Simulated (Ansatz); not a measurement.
Species: Si₂H₅, charge 1, singlet. Si2H5+ (parent SMILES [SiH2][SiH3], singlet).
B3LYP-D3(BJ)/def2-TZVP minimum from Ansatz (an electronic-structure program):
```
Si
H 1 1.4714
H 1 1.4714 2 116.46
H 1 1.4804 2 114.19 3 136.50
Si 1 2.3706 2 105.25 4 107.38
H 5 1.4763 1 123.94 2 153.61
H 5 1.4763 6 112.03 1 -176.74
```
Charge +1, spin multiplicity 1.

Total energies in cc-pV(D+d)Z, 12 correlated electrons, 10 frozen orbitals. Radicals and triplets start from unrestricted determinants; spin-orbit coupling is neglected. Correlated methods leave the cores frozen. No relativity. The spin of H5Si2+ (parent SMILES [SiH2][SiH3], singlet) was assumed, and the state is the lowest solution found for it.

```csv
method,program,energy (Eh),minus CCSDT(Q) (mEh)
HF,Ansatz,-580.47318,234.52
MP2,Ansatz,-580.65364,54.06
CCSD,Ansatz,-580.70108,6.61
CCSD(T),Ansatz,-580.70629,1.41
CCSDT(Q),Ansatz,-580.70770,0.00
```

Rough core times of Ansatz's runs on a shared machine: CCSD(T) under 20 s, CCSDT(Q) 70 s.
